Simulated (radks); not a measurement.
Q: All-electron atom: Tm V in [Kr] 4d10 4f11 5s1 5p6 6s1 (not the ground configuration). All-electron calculation, Dirac Kohn-Sham, PBEsol, spin-unpolarised, spherical densities, finite nucleus; open shells fill j = l - 1/2 first; Fermi nuclear charge, rms radius 5.2256 fm. Program: a radial shooting solver on a logarithmic mesh with Libxc functionals.

Spin-orbit splittings of the eigenvalues, e(l+1/2) - e(l-1/2), with zeta = 2 splitting/(2l+1) and mean radii in bohr:

shell  occ.  splitting (eV)  zeta (eV)  <r> j=l-1/2  <r> j=l+1/2
2p        6           979.5      653.0      0.07009      0.07748
3p        6               ?          ?       0.2104       0.2242
3d       10           45.19      18.08       0.1974       0.2017
4p        6           47.02      31.35       0.5050       0.5366
4d       10           8.614      3.446       0.5615       0.5724
4f       11           1.366     0.3903       0.6976       0.7069
5p        6           7.212      4.808        1.279        1.362
5d        0          0.8299     0.3319        1.758        1.790
5f        0         0.05435    0.01553        3.340        3.354
6p        0           1.488     0.9921        2.938        3.078

Estimate the 3p splitting.

A: 206.8 eV (zeta = 137.8 eV).
